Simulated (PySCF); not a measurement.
# Excitation energy of Ca by level of theory

Ca [Ar] 4s2 (1S) → Ca [Ar] 4p2 (3P), as a difference of total energies. All numbers are calculated (PySCF 2.14, scalar relativity by spin-free X2C-1e, in aug-cc-pwCVTZ-X2C with one added diffuse shell each of s, p, d, f type (10s9p7d4f, 100 functions)). Correlated levels: valence: [Ar] frozen. The calculations carry no spin-orbit coupling.

```
           method  excitation energy (eV)  error (eV)
              UHF                   4.175      -0.599
    MP2 (valence)                   4.603      -0.171
SCS-MP2 (valence)                   4.799      +0.025
   CCSD (valence)                   4.587      -0.187
```

Reference: 4.774 eV (measured; NIST levels, between the centres of gravity of the two terms).

Errors of the correlated levels include the incompleteness of this basis and the frozen core.

With two correlated electrons CCSD is exact in that space.

The coupled-cluster amplitudes are large for the upper state (T1 above 0.03 or a double amplitude above 0.15), so a single reference is strained.
